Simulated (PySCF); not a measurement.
**Electron correlation in Ir⁶⁰⁺ (iridium, charge +60)**

[Ne] 3s2 3p5, 2P determinant. Computed with PySCF 2.14 in an even-tempered Gaussian basis (17 s from 16 bohr⁻², ratio 2.5; 12 p from 21 bohr⁻², ratio 2.5; 4 d from 86 bohr⁻², ratio 2.7; 4 f from 130 bohr⁻², ratio 2.7), with scalar relativity by spin-free X2C-1e. Frozen: 1s2; 15 electrons correlated; the 20 highest virtual orbitals of each spin left out.

```csv
level,correlation energy (mhartree)
CCSD,-670.10
(T),-0.62
CCSD(T),-670.72
```

Diagnostics: T1 = 0.00025, D1 = 0.0011, largest double amplitude 0.014.

Spin-orbit coupling, absent here, splits the open shell strongly.

Cost of the coupled-cluster step: roughly 27 core-seconds, for 15 correlated electrons.

At this charge the one-electron X2C treatment keeps the bare 1/r₁₂, with no two-electron picture change or Breit term. The effect here is smaller than on the frozen 1s shell; and a scalar Hamiltonian misses the large spin-orbit splitting of the p shells, which matters for ns² → np² pairs.
